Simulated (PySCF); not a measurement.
Al(Me)(OH)2 (CH5AlO2), SMILES [OH][Al]([CH3])[OH].

Geometry optimised at PBE0-D3(BJ)/def2-SVP. The isomer is the one that the SMILES or the coordinates give; other isomers of the formula were not compared. Other conformers were not sampled.

Calculation: PySCF 2.14.0 with PBE0-D3(BJ)/def2-SVP.

Frequencies are harmonic and unscaled.

A small imaginary wavenumber (i) marks a very flat motion, where grid noise or a shallow saddle decides the sign.

```tsv
mode	ν (cm⁻¹)	IR (km/mol)	moving atoms (share of kinetic energy)
1	26i	0.6	H 96 %
2	187	0.0	O 35 %, H 28 %, C 22 %, Al 14 %
3	237	5.9	Al 54 %, H 26 %, O 17 %
4	246	29.6	O 52 %, H 24 %, Al 15 %, C 9 %
5	287	1.0	H 93 %
6	370	315.4	H 80 %, O 17 %
7	477	323.1	H 88 %, O 11 %
8	571	0.6	H 68 %, O 30 %
9	607	3.4	C 45 %, O 31 %, H 17 %
10	664	47.7	H 74 %, C 18 %
11	696	46.1	H 74 %, C 21 %
12	853	147.3	Al 42 %, O 38 %, H 15 %
13	928	155.9	Al 50 %, O 45 %
14	1213	31.6	H 78 %, C 22 %
15	1424	1.9	H 96 %
16	1427	2.3	H 95 %
17	3056	1.7	H 97 %
18	3152	2.9	H 91 %, C 9 %
19	3171	3.1	H 91 %, C 9 %
20	4000	40.8	H 94 %
21	4004	122.5	H 94 %
```
